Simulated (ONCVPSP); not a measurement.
# What one change does to a pseudopotential (Ce, ONCV)

cerium (Ce), optimised norm-conserving Vanderbilt (ONCV), made with ONCVPSP 4.0.1 (PBE, scalar-relativistic). Core [Kr] 4d10 5s2, reference 4f1 5p6 5d1 6s1.5 (charge +0.5). Waves: 6s: rc 3.35 bohr, ncon 3, nbas 7, qcut 1.8 1/bohr, 2 projectors, debl 3 Ha; 5p: rc 1.95 bohr, ncon 4, nbas 7, qcut 3.3 1/bohr, 1 projector; 5d: rc 4.00 bohr, ncon 4, nbas 9, qcut 3.2 1/bohr, 3 projectors, debl 0.9 Ha; 4f: rc 1.05 bohr, ncon 4, nbas 8, qcut 19.1 1/bohr, 2 projectors, debl 3.5 Ha. Local part: polynomial inside 0.85 bohr (lpopt 5, dvloc0 4 Ha). Core correction: Teter function, fcfact 4.5, rcfact 1.7.

Change: core correction Teter function, fcfact 6, rcfact 1.7.

Cutoffs: the cutoffs (Ha) at which the residual kinetic energy of the hardest occupied pseudo-wave falls to 1 and 0.1 mHa per electron; they do not see the model core or the augmentation charge, which bear on the density cutoff. Errors are all-electron minus pseudo energies relative to the spin-unpolarised reference configuration.

**Question.** How do hardness, ghosts and transferability respond?

**Answer.** The potential gets neither clearly harder nor softer (127 Ha and 143 Ha → 127 Ha and 143 Ha); both files keep a bound ghost (p, s); of the 3 tests that both files solve, the error grows in 3 and shrinks in 0 by more than 15 % and 0.3 meV (median size 2.7 → 3.3 meV). A model core, the more so a compact one, raises the density cutoff, which this test does not measure.

| quantity | base | changed |
| --- | --- | --- |
| cutoff, loose | 127 Ha | 127 Ha |
| cutoff, tight | 143 Ha | 143 Ha |
| bound ghosts | s, p | s, p |
| GHOST(+) flags under 300 eV | d at 11.3 eV, s at 95.0 eV | d at 11.3 eV, s at 95.0 eV |
| tests counted as reliable (solved cleanly; for ONCVPSP, near-neutral configurations with less than one 5d electron left out) | 3 of 4 | 3 of 4 |
| error for 4f1 5p6 5d1 6s2, meV [ΔE -2.44 eV] | -0.5 | -0.8 |
| error for 4f1 5p6 5d1 6s1, meV [ΔE 3.63 eV] | -2.7 | -3.3 |
| error for 4f1 5p6 5d1 6s0, meV [ΔE 14.71 eV] | -37 | -48 |
| s: phases at 3.40 bohr within 0.05 rad from the reference energy up to (Ha; the scan ends near 5) | 1.2 | 1.2 |
| p: phases at 1.99 bohr within 0.05 rad from the reference energy up to (Ha; the scan ends near 5) | 1.5 | 1.5 |
| d: phases at 4.07 bohr within 0.05 rad from the reference energy up to (Ha; the scan ends near 5) | 0.4 | 0.4 |
| f: phases at 1.07 bohr within 0.05 rad from the reference energy up to (Ha; the scan ends near 5) | to the end of the scan | to the end of the scan |
| rms error of d²Exc/dni dnj with the model core, mHa | 7.38 | 5.92 |

 A true bound ghost makes a file unfit for plane-wave use even where its test errors are small: the radial tests pick states by their node count and pass the ghost by.
